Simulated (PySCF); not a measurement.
Compound: C₄H₇NOSi.
SMILES: `C#C[Si@@H](N)OC=C`

Theory: TDDFT PBE0/def2-SVPD, vertical, gas phase, core orbitals frozen in the response (PySCF). One conformer (not necessarily the lowest) at the GFN2-xTB geometry, without solvent, vibrations or thermal averaging. Torsions of this conformer, `[CH:1]#[C:2][Si@@H:3]([NH2:4])[O:5][CH:6]=[CH2:7]`: C2–Si3–O5–C6 42°, Si3–O5–C6–C7 167°, H–N4–Si3–C2 -67°, H–N4–Si3–C2 152°.

Question: What does the calculation give for the low-lying excited states?

Answer: 

```tsv
state	E (eV)	ν̃ (cm⁻¹)	f	main configurations (H = HOMO, L = LUMO)
S1	5.39	43450	0.0007	H→L (98%)
S2	5.91	47670	0.0052	H→L+1 (98%)
S3	5.96	48060	0.0045	H-1→L (56%), H-2→L (39%)
S4	6.06	48840	0.0080	H-2→L (51%), H-1→L (42%)
S5	6.40	51640	0.0038	H-3→L (37%), H-1→L+1 (30%), H-2→L+1 (23%)
S6	6.48	52280	0.0048	H-1→L+1 (54%), H-3→L (18%), H-2→L+1 (16%)
```

Triplets, Tamm–Dancoff:

```csv
state,E (eV),λ (nm),"main configurations (H = HOMO, L = LUMO)"
T1,4.29,289.1,"H→L+2 (82%), H→L+3 (10%)"
T2,4.96,250.0,"H-3→L (58%), H-2→L+1 (25%)"
```

The lowest singlet lies at 5.39 eV (230 nm, ultraviolet) and is very weak; its leading configuration is HOMO→LUMO (98%). The most intense listed level is S4 at 6.06 eV (205 nm, f = 0.0080), 0.67 eV above S1. Löwdin shares by element: HOMO carbon 64% or more, oxygen 22%; LUMO carbon 52% or more, silicon 20%, oxygen 5% (atoms not listed hold the other 23%). Weighted by f, the mean energy of these states is 6.12 eV. Of the 6 states listed, none reaches f = 0.01 and none stays under 0.0005. Orbital energies (eV): HOMO-3 -8.60, HOMO-2 -8.46, HOMO-1 -7.76, HOMO -6.85, LUMO -0.46, LUMO+1 -0.01, LUMO+2 0.60. The window holds the lowest 6 singlets.
